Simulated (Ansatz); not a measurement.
A structure relaxed at PBE0-D4/def2-TZVP, charge 0, multiplicity 1:

| atom | x (Å) | y (Å) | z (Å) |
| --- | --- | --- | --- |
| N1 | -1.341 | -1.034 | -0.253 |
| Si2 | -0.150 | -0.316 | 0.774 |
| In3 | 1.429 | 1.125 | -0.656 |
| H4 | -1.750 | -0.485 | -0.992 |
| H5 | -2.017 | -1.676 | 0.130 |
| H6 | 0.582 | -1.424 | 1.452 |
| H7 | -0.697 | 0.526 | 1.890 |
| H8 | 0.937 | 1.689 | -2.222 |
| H9 | 3.007 | 1.595 | -0.123 |

Q: Give its formula and SMILES.

A: H6InNSi, `N[SiH2][InH2]`.

Q: Summarise the bond lengths by kind.

A: 1 × N–Si 1.729 Å; 2 × H–N 1.007 to 1.008 Å; 1 × In–Si 2.572 Å; 2 × H–Si 1.491 to 1.501 Å; 2 × H–In 1.730 to 1.735 Å.

Computed with Ansatz.
